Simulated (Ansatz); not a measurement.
H$_{4}$Ge, triplet, at the geometry of the source list (a higher spin typed on purpose: for a closed-shell molecule this is an excited state); Ansatz (a program for electronic structure) with B3LYP/3-21G.

The Ansatz input:
Ansatz 0.2 input:
```yaml
crystal:
  periodic: [false, false, false]
  atoms:
    - {symbol: Ge, position_ang: [0.00070000, -0.00520000, 0.00070000]}
    - {symbol: H, position_ang: [-0.60280000, -0.84850000, -1.05720000]}
    - {symbol: H, position_ang: [0.55780000, -0.85190000, 1.08020000]}
    - {symbol: H, position_ang: [-1.03980000, 0.88740000, 0.56100000]}
    - {symbol: H, position_ang: [1.08410000, 0.81820000, -0.58470000]}
basis:
  gaussian:
    orbitals: 3-21G.json
hamiltonian:
  xc: b3lyp
magnetization: {spin_polarized: true, initial_magnetization: 2}
```
The basis file holds 3-21G in the JSON format of the Basis Set Exchange.

Output, abridged:

```
Functional definition: B3LYP
278 factors; integrals over basis functions are off by at most 3.1e-4 eV
mean field evaluation 1: about -56300.7428 eV, gradient 3.8e0 eV
mean field evaluation 2: about -56300.7959 eV, gradient 2.9e0 eV
mean field evaluation 4: about -56300.8917 eV, gradient 2.1e-1 eV
mean field evaluation 8: about -56300.8900 eV, gradient 1.8e-1 eV
mean field evaluation 16: about -56301.1278 eV, gradient 1.9e-4 eV
mean field evaluation 32: about -56300.4900 eV, gradient 5.1e0 eV
a density is far from that of the atoms, so the factors are made again for it
312 factors; integrals over basis functions are off by at most 2.6e-4 eV
mean field -56301.12744831 eV, -2069.0282714505 hartree, gradient 9.8e-6 eV, S^2 2.000495; 0 other end points of the search recorded, 0 dependent functions left out
reference -56301.12767251 eV, -2069.0282796898 hartree; 19, 17 occupied and 12, 14 virtual orbitals, 312 factors
Total energy: -56301.12767251 eV, -2069.0282796898 hartree
```
